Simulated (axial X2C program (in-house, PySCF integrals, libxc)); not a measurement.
Excited states of InH by EOM-EE-CCSD

Calculated with an in-house all-electron X2C program for linear molecules (integrals from PySCF): two-component X2C with atomic mean-field Coulomb and Gaunt terms, Gaussian nuclei, basis In dyall-acv3z, H dyall-av3z with contracted cores.

R = 1.850 Å (near the PBE0 minimum at charge 0 of the determinant lowest at the starting distance; the state shown can have its own minimum elsewhere).

Hartree–Fock spinors of InH (one of each Kramers pair; a window near the gap, which can cut inner shells):

```json
{"ω": "1/2", "occupied": "yes", "ε (eV)": "-27.94", "character": "99% In d"}
{"ω": "5/2", "occupied": "yes", "ε (eV)": "-27.27", "character": "100% In d"}
{"ω": "3/2", "occupied": "yes", "ε (eV)": "-27.04", "character": "99% In d"}
{"ω": "1/2", "occupied": "yes", "ε (eV)": "-27.02", "character": "99% In d"}
{"ω": "1/2", "occupied": "yes", "ε (eV)": "-12.86", "character": "44% In s, 44% H s, 6% H p"}
{"ω": "1/2", "occupied": "yes", "ε (eV)": "-7.68", "character": "45% In p, 27% In s, 19% H s"}
{"ω": "1/2", "occupied": "no", "ε (eV)": "0.21", "character": "94% In p, 5% H p"}
{"ω": "3/2", "occupied": "no", "ε (eV)": "0.26", "character": "94% In p, 5% H p"}
{"ω": "1/2", "occupied": "no", "ε (eV)": "0.60", "character": "92% In p, 6% In s"}
{"ω": "1/2", "occupied": "no", "ε (eV)": "0.83", "character": "73% In s, 18% H s, 6% In p"}
{"ω": "1/2", "occupied": "no", "ε (eV)": "1.05", "character": "93% In p, 5% H p"}
{"ω": "3/2", "occupied": "no", "ε (eV)": "1.11", "character": "92% In p, 6% H p"}
```

Vertical excitation energies from the closed-shell determinant state of InH:

```json
{"Ω": "0⁻", "excitation (eV)": "2.055", "cm⁻¹": "16573", "hole of the leading pair": "45% In pσ, 26% In sσ, 20% H sσ", "particle of the leading pair": "86% In pπ, 10% H pπ", "weight of the pair (for Ω = 0 its time-reversed partner can hold as much again)": "0.48", "singles weight": "0.96"}
{"Ω": "0⁺", "excitation (eV)": "2.061", "cm⁻¹": "16621", "hole of the leading pair": "45% In pσ, 26% In sσ, 20% H sσ", "particle of the leading pair": "86% In pπ, 10% H pπ", "weight of the pair (for Ω = 0 its time-reversed partner can hold as much again)": "0.48", "singles weight": "0.96"}
{"Ω": "1", "excitation (eV)": "2.139", "cm⁻¹": "17255", "hole of the leading pair": "45% In pσ, 25% In sσ, 21% H sσ", "particle of the leading pair": "86% In pπ, 10% H pπ", "weight of the pair (for Ω = 0 its time-reversed partner can hold as much again)": "0.58", "singles weight": "0.96"}
{"Ω": "2", "excitation (eV)": "2.244", "cm⁻¹": "18097", "hole of the leading pair": "45% In pσ, 26% In sσ, 20% H sσ", "particle of the leading pair": "86% In pπ, 10% H pπ", "weight of the pair (for Ω = 0 its time-reversed partner can hold as much again)": "0.96", "singles weight": "0.96"}
{"Ω": "1", "excitation (eV)": "2.919", "cm⁻¹": "23545", "hole of the leading pair": "47% In pσ, 28% H sσ, 16% In sσ", "particle of the leading pair": "85% In pπ, 11% H pπ", "weight of the pair (for Ω = 0 its time-reversed partner can hold as much again)": "0.57", "singles weight": "0.93"}
{"Ω": "0⁻", "excitation (eV)": "4.863", "cm⁻¹": "39223", "hole of the leading pair": "47% In pσ, 27% H sσ, 17% In sσ", "particle of the leading pair": "26% In pσ, 25% In dσ, 19% In sσ", "weight of the pair (for Ω = 0 its time-reversed partner can hold as much again)": "0.48", "singles weight": "0.96"}
{"Ω": "1", "excitation (eV)": "4.864", "cm⁻¹": "39232", "hole of the leading pair": "47% In pσ, 27% H sσ, 17% In sσ", "particle of the leading pair": "26% In pσ, 25% In dσ, 19% In sσ", "weight of the pair (for Ω = 0 its time-reversed partner can hold as much again)": "0.95", "singles weight": "0.96"}
{"Ω": "0⁺", "excitation (eV)": "5.370", "cm⁻¹": "43311", "hole of the leading pair": "47% In pσ, 26% H sσ, 18% In sσ", "particle of the leading pair": "63% In sσ, 30% H sσ", "weight of the pair (for Ω = 0 its time-reversed partner can hold as much again)": "0.47", "singles weight": "0.94"}
{"Ω": "0⁻", "excitation (eV)": "5.383", "cm⁻¹": "43419", "hole of the leading pair": "47% In pσ, 26% H sσ, 18% In sσ", "particle of the leading pair": "45% In sσ, 29% H sσ, 18% In dσ", "weight of the pair (for Ω = 0 its time-reversed partner can hold as much again)": "0.47", "singles weight": "0.95"}
{"Ω": "1", "excitation (eV)": "5.383", "cm⁻¹": "43420", "hole of the leading pair": "47% In pσ, 26% H sσ, 18% In sσ", "particle of the leading pair": "45% In sσ, 29% H sσ, 18% In dσ", "weight of the pair (for Ω = 0 its time-reversed partner can hold as much again)": "0.95", "singles weight": "0.95"}
```

This point took 54 s on 1 thread of Intel(R) Xeon(R) Processor @ 2.30GHz (shared host).

Reference electrons by ω block (each with its −ω partner): 1/2: 16, 3/2: 7, 5/2: 2. 14 electrons of InH correlated (inner shells frozen), 88 natural virtual spinors (a truncated set); levels can be off by some tenths of an eV. Roots sought by Ω: (0: 5, 1: 4, 2: 3, 3: 1); the list ends where they run out and leaves out roots under 60 % singles weight. The solver can skip a root, and states that need a further excitation, which the method places far too high, are missing though they may lie low or lowest. T1 of the reference 0.015 (Lee–Taylor). Number of frozen shells: In 4 s, 3 p, 1 d; H none.
